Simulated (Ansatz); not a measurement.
`C[SiH2]O[SiH2]F` + H–F → `C[SiH2]F` + `O[SiH2]F` at 298.15 K and 1 bar (ligand exchange at the Si–O bond).

Gas-phase electronic energies from Ansatz, PBE0-D4/def2-TZVP geometries. CCSD(T)/CBS is the MP2 limit (def2-TZVPP, def2-QZVPP) plus CCSD(T) − MP2 in def2-TZVPP, frozen cores. This one scheme is used for every species. One conformer a species, not always the lowest.

```json
{"species": "`C[SiH2]O[SiH2]F`", "CCSD(T)/CBS energy (Eh)": "-795.56184", "H − E (kJ/mol)": "232.1", "S (J/(mol·K))": "387.1"}
{"species": "H–F", "CCSD(T)/CBS energy (Eh)": "-100.39570", "H − E (kJ/mol)": "33.5", "S (J/(mol·K))": "173.6"}
{"species": "`C[SiH2]F`", "CCSD(T)/CBS energy (Eh)": "-430.00374", "H − E (kJ/mol)": "162.8", "S (J/(mol·K))": "286.2"}
{"species": "`O[SiH2]F`", "CCSD(T)/CBS energy (Eh)": "-465.96250", "H − E (kJ/mol)": "103.4", "S (J/(mol·K))": "276.2"}
```

H − E and S are ideal-gas, rigid-rotor, harmonic terms from PBE0-D4/def2-TZVP, for one conformer and one mirror image of each species. 1 Eh = 2625.50 kJ/mol, R = 8.31446 J/(mol·K).

Task: By hand: ΔE, ΔH, ΔS and ΔG.

Result: ΔE = (-430.00374) + (-465.96250) − (-795.56184) − (-100.39570) = -0.00870 Eh = -22.8 kJ/mol. Δ(H − E) = 162.8 + 103.4 − 232.1 − 33.5 = 0.6, so ΔH = -22.2 kJ/mol. ΔS = 286.2 + 276.2 − 387.1 − 173.6 = 1.7 J/(mol·K). ΔG = -22.2 − 298.15 × (1.7)/1000 = -22.7 kJ/mol.

Task: By hand: the equilibrium constant, and the temperature at which ΔG would vanish if ΔH and ΔS stayed fixed.

Result: log₁₀ K = −ΔG/(RT ln 10) = 4.0. ΔH and −TΔS have one sign here, so there is no such temperature. One of them is within its doubt of zero, so this could turn.

The number of gas molecules stays the same, so ΔS is small and ΔH decides. A doubt of 5 kJ/mol in ΔE shifts log₁₀ K by 0.9 here. Other conformers and mirror images would add mixing entropy, several J/(mol·K) or more a flexible species. Modes under 60 cm⁻¹, often nearly free rotors, make the harmonic entropy too high. These are equilibria of isolated gas molecules and say nothing of rates. Largest T1 diagnostic: 0.011 (customary marks: 0.02 for closed shells, 0.045 for open ones).
